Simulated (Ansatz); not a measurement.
Ansatz results at the PBE0-D4/def2-TZVP geometry: LUMO energy (PBE0/def2-TZVPP) -2.07 eV; HOMO energy (PBE/def2-TZVPP) -6.34 eV; LUMO energy (ωB97M-V/def2-TZVPP) -0.16 eV.

Each molecule was computed in one conformer, which needn't be the lowest.

(1) Which molecule gave them?
A. `[BH2][GeH2][BH]N`
B. `CC#C[SiH2]Cl`
C. `[AlH2][SiH2][O][AlH][SiH3]`
D. `N=C1S[SiH]1Cl`

Answers

(1) A. The others give `[AlH2][SiH2][O][AlH][SiH3]`: -1.27, -6.12, 0.46; `CC#C[SiH2]Cl`: -0.50, -6.77, 1.44; `N=C1S[SiH]1Cl`: -1.42, -6.00, 0.71.
